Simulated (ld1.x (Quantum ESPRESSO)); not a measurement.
arsenic: excitation energies, all-electron against TM

ld1.x (Quantum ESPRESSO) 7.5 input, shortened:

```
&input
   title='As', zed=33., rel=1, dft='PBE', iswitch=3,
   config='[Ar] 3d10 4s2 4p1'
 /
 &inputp
   pseudotype=2, tm=.true., lloc=0,
   nlcc=.true., new_core_ps=.true.
 /
2
4P  2  1   1.00   0.00  1.56  1.56  0.0
4S  1  0   2.00   0.00  1.26  1.26  0.0
 &test
   configts(1)='4s2 4p1'
 /
```

Energies are relative to the spin-unpolarised reference configuration 4s2 4p1; without spin polarisation the order of configurations can differ from experiment.

Q: Give the all-electron excitation energy and the error of the potential for: 4s2 4p3; 4s2 4p2; 4s2 4p0; 4s1 4p0; 4s2 4p3.3; 4s2 4p2.5; 4s0 4p5.

A:

```
valence configuration  charge  ΔE all-electron (eV)  error AE − PS (meV)
              4s2 4p3       0               -27.067                  -25
              4s2 4p2      +1               -17.918                 -8.4
              4s2 4p0      +3                27.703                  -22
              4s1 4p0      +4                78.350                 -188
            4s2 4p3.3    -0.3               -28.301                  -29
            4s2 4p2.5    +0.5               -23.512                  -17
              4s0 4p5       0                -8.011                  -24
```

Levels in the configuration 4s2 4p2.5:

| level | all-electron (eV) | pseudo (eV) |
| --- | --- | --- |
| 4s | -18.740 | -18.705 |
| 4p | -9.092 | -9.073 |

Note: ghost state, extra bound levels that the all-electron valence spectrum of the same l lacks: p at -430.8 eV. A true bound ghost makes a file unfit for plane-wave use.
